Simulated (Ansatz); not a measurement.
Basis-set extrapolation for H$_{5}$NOS$_{2}$Si (`N[Si](O)(S)S`) (PBE0-D4/def2-TZVP geometry, frozen core, the Gaussian-basis code of Ansatz). Multiplicity 1, RHF reference.

|  | def2-TZVPP | def2-QZVPP |
| --- | --- | --- |
| HF | -1216.478147 | -1216.516371 |
| MP2 correlation | -0.928718 | -1.006454 |
| CCSD(T) correlation | -1.017121 | not run |

Energies in hartree. Use E(X) = E(∞) + A·exp(−7.88·√X) for Hartree–Fock and E(X) = E(∞) + B·X^(−2.97) for correlation, with X = 3 and 4, and add CCSD(T) minus MP2 of the smaller set to the MP2 limit.

Problem. What is the CCSD(T) energy at the basis-set limit?

Solution. HF limit: -1216.516371 + (-0.038224) × 0.13774 = -1216.52164. MP2 limit: -1.006454 + (-0.077736) × 0.74074 = -1.06404. Higher-order term: -1.017121 − (-0.928718) = -0.08840. Total: -1217.67408 hartree, 112.2 kcal/mol below CCSD(T)/def2-TZVPP.
